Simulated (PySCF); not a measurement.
C₇H₁₃F.
Geometry (PBE0-D3(BJ)/def2-SVP, Å), atoms numbered from 1 in this order:
```
atom  x, y, z in Å
C1    -2.101   -0.456   -0.638
C2    -0.690   -0.493   -0.084
C3    -0.140    0.803    0.544
C4    -0.348    2.045   -0.316
C5     1.345    0.452    0.716
C6     1.707   -0.407   -0.510
C7     0.380   -0.894   -1.099
F8     0.146   -0.258   -2.313
H9    -2.413   -1.451   -0.993
H10   -2.819   -0.134    0.132
H11   -2.176    0.235   -1.489
H12   -0.641   -1.264    0.708
H13   -0.613    0.975    1.525
H14   -1.418    2.259   -0.463
H15    0.101    2.926    0.167
H16    0.104    1.929   -1.312
H17    1.982    1.344    0.816
H18    1.477   -0.137    1.638
H19    2.369   -1.245   -0.247
H20    2.224    0.171   -1.291
H21    0.366   -1.975   -1.316
```

Computed with PySCF at PBE0/pcSseg-1, non-relativistic, on one gas-phase PBE0-D3(BJ)/def2-SVP geometry that isn't relaxed in the solvent. The solvent is an IEF-PCM continuum (cavity from Bondi-type radii × 1.2). The model holds no explicit solvent molecules, cavitation or dispersion.

```
run  E − E(gas) (kJ/mol)  HOMO (eV)  HOMO–LUMO gap (eV)  dipole (D)
gas                 0.00      -8.49                9.54        1.72
  P               -10.06      -8.39                9.69        2.32
  Q                -3.89      -8.44                9.60        1.91
```

Question: The runs were made in cyclohexane and water. Which run belongs to which solvent?

Answer: P = water, Q = cyclohexane. The dielectric constants are 2.017 (cyclohexane), 78.36 (water), and the energy falls further as ε rises. In this model the ground state sees the solvent through ε alone.

Question: How constant is the ratio of the lowering to (ε − 1)/(2ε + 1)?

Answer: 
```csv
solvent,(ε − 1)/(2ε + 1),E − E(gas) (kJ/mol),ratio (kJ/mol),polarisation term (kJ/mol)
cyclohexane,0.202,-3.89,-19.2,-4.08
water,0.490,-10.06,-20.5,-11.66
```

The ratio changes by +6.6 % in size from cyclohexane to water. The polarisation term is half the interaction of the solute with the induced surface charges.
